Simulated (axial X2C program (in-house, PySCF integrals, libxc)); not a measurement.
**SiI⁻: from the spin-free to the two-component result**

Computed with an in-house relativistic program for diatomic molecules. Spin-free means the one-electron spin-free X2C Hamiltonian; two-component (2c) means X2C with spin–orbit coupling and atomic mean-field two-electron Coulomb and Gaunt terms, so the difference of the two also holds small scalar two-electron terms. Basis: I dyall-acv3z [12s13p9d5f1g], Si dyall-av3z [9s8p3d2f] (cores contracted in-house); Gaussian nuclei, density fitting, unrestricted open shells. Masses: I 126.904 u, Si 27.977 u.

Spin-free state: M_S = 1, Λ = 0 (beyond evenly filled blocks: π+α, π-α); fragments I- + Si.

| level | Re (Å) | ωe (cm⁻¹) | De (eV) | μ (D) |
| --- | --- | --- | --- | --- |
| PBE0 | 2.649 | 247.9 | 1.697 | -5.04 |
| HF | 2.764 | 200.3 | 0.980 | -4.09 |
| MP2 | 2.670 | 240.5 | 1.494 | n/a |
| CCSD | 2.690 | 231.8 | 1.431 | n/a |
| CCSD(T) | 2.686 | 235.3 | 1.491 | n/a |
| r2SCAN0 | 2.644 | 248.7 | 1.682 | -5.00 |

Correlated methods: 12 electrons correlated (number of frozen shells: I 4 s, 3 p, 2 d; Si 2 s, 1 p), 280 virtual spin orbitals or spinors in MP2, 89 natural virtuals in coupled cluster.

Dipoles are positive if Si is the positive end and refer to the centre of mass.

Two-component determinant lowest at the distance of the search:

Ω = 1 (⟨Sz⟩ = 1.00, ⟨Lz⟩ = 0.00 at HF); fragments I- + Si.

```csv
level,Re (Å),ωe (cm⁻¹),De (eV),μ (D)
PBE0,2.652,246.5,1.699,-5.06
HF,2.767,199.5,0.976,-4.10
MP2,2.673,239.6,1.507,n/a
CCSD,2.693,230.8,1.433,n/a
CCSD(T),2.689,234.2,1.495,n/a
r2SCAN0,2.647,247.4,1.684,-5.02
```

**Question.** From the two tables, how do the constants change at the CCSD(T) level (2c against spin-free)?

**Answer.** At the CCSD(T) level Re increases by 0.003 Å and ωe falls by 1.1 cm⁻¹; De is not compared, since the atomic limits differ or miss part of their spin–orbit lowering.

Occupations by symmetry block were frozen at the best pattern of an incomplete PBE0 search. Dissociation energies refer to the lowest single-determinant-based atoms at the same level and basis. Density functionals use the spin component along the axis (collinear). CCSD and (T) use frozen natural virtuals with an MP2 correction for the truncation; (T) itself is uncorrected, so its De runs slightly low. The 2c atoms are single determinants rather than J levels; their spin–orbit lowering is only partly caught, and De is too large by that part. This holds for PBE0, MP2, CCSD, CCSD(T), r2SCAN0. Other states lie close and PBE0, whose exact exchange favours high spin, may order them wrongly; the determinant shown need not be the ground state. The nearest other spin-free determinant of the search, M_S = 0, Λ = 2, lies 0.75 eV up at the distance of the search. The functionals have no current-density term, which raises determinants with orbital currents, atoms included. With several unpaired electrons one determinant need not be a pure state. Open-shell Ω = 0 determinants with evenly filled partner blocks cannot be reached by this program, so the Ω shown need not be the lowest component. This is the Ω = 1 component of a π² triplet; the 0⁺ component is not one determinant and can lie lowest. The highest occupied level of some functionals is positive through self-interaction error; at Hartree–Fock it is bound. Hartree–Fock gets electron affinities wrong, so its lowest charge split need not be the true one.
